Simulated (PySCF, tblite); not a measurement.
Isomers of C4H13FN2Si, one GFN2-xTB conformer each. Single-point energies are computed at PBE0/pcSseg-1 (PySCF, gas phase, no added dispersion term), electronic only.

Question: Rank them by PBE0/pcSseg-1 energy, lowest first (kcal/mol).
A. `[CH3:1][CH:2]([CH3:3])[CH2:4][NH:5][Si@@H:6]([NH2:7])[F:8]` with C1–C2–C4–N5 63°, C2–C4–N5–Si6 -114°, C4–N5–Si6–N7 175°, N5–Si6–N7–H 157° and -67°
B. `[CH3:1][CH2:2][C@@H:3]([F:4])[Si@@H:5]([NH2:6])[NH:7][CH3:8]` with C1–C2–C3–F4 66°, C2–C3–Si5–N6 -58°, C3–Si5–N6–H 71° and -63°, C3–Si5–N7–C8 57°

Answer: A (0.0), B (49.7).

As drawn, the lower has an Si–F bond, which the higher lacks; the higher has an Si–C bond, which the lower lacks. GFN2-xTB itself gives, in the same order: 0.0, 52.4. Both levels put the same isomer lowest.

Question: Which frontier levels, dipoles and rotational constants go with these structures?

Answer: 
```tsv
SMILES	HOMO (eV, PBE0/pcSseg-1)	LUMO (eV)	dipole (D)	A, B, C (MHz)
CC(C)CN[Si@@H](N)F	-6.90	1.17	2.66	3521, 748.8, 692.4
CC[C@@H](F)[Si@@H](N)NC	-6.82	0.99	2.26	1968, 1137, 877.7
```

Question: What happens when harmonic zero-point energies from GFN2-xTB frequencies are added?

Answer: 
```csv
SMILES,ZPE (kcal/mol),electronic (kcal/mol),with ZPE (kcal/mol)
CC(C)CN[Si@@H](N)F,109.3,0.0,0.0
CC[C@@H](F)[Si@@H](N)NC,108.3,49.7,48.8
```

The zero-point energies span 1.0 kcal/mol. The order is unchanged.
